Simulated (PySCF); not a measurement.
Bi(H)(F)2, HBiF2, SMILES [F][BiH][F], singlet at its B3LYP/def2-SVP optimised geometry (Å):

```
4

Bi    -0.8476    -1.0183     0.0000
H      0.9801    -1.0183     0.0000
F     -0.9801     1.0183     0.0000
F     -0.9758    -1.2637     2.0216
```

Computed with B3LYP/def2-TZVP, def2 effective core potentials past Kr run with PySCF 2.14.0. The core electrons that the potentials of Bi replace are not part of the density. Cells within 0.4 Å of a nucleus heavier than hydrogen are left out (blank, or x).

Map of the HOMO−1 amplitude (bohr^(-3/2)), clipped to [-0.25, 0.25] on the plane z = 0.0 Å; orbital energy -10.24 eV, overall sign arbitrary:

```
|5555555555555555555554444444444|
|5555555555555555555554444444444|
|5555555555555555555555444444444|
|5555555555555555555555544444444|
|5555555555555555555555555554444|
|5555555555555555555555555555554|
|5555555555555555554445555555555|
|5555555556665555544445555555555|
|5555555567776554444445555555555|
|55555556689x6544444445555555555|
|5555555679xxx344444445555555555|
|5555555567xxx234444455555555555|
|5555555555xx0234444455555555555|
|5555555544311234444555555555555|
|5555555544333344445555555555555|
|5555555444444444555555555555555|
|5555555544444445555555555555555|
|5555555554555555555555555555555|
|55555555444xx455566665555555555|
|5555555544xxxx45666765555555555|
|5555555554xxx245666665555555555|
|55555555554x4455666665555555555|
|5555555555565555555555555555555|
|5555555555666655555555555555555|
|5555555555566555555555555555555|
|5555555555555555555555555555555|
|5555555555555555555555555555555|
|5555555555555555555555555555555|
|5555555555555555555555555555555|
|5555555555555555555555555555555|
|5555555555555555555555555555555|
```
Scale: ten equal steps from -0.250 (start of '0') to 0.250 (end of '9'), in the order '0123456789'; x runs from -3.50 to 3.50, y from -3.50 (bottom) to 3.50 (top).
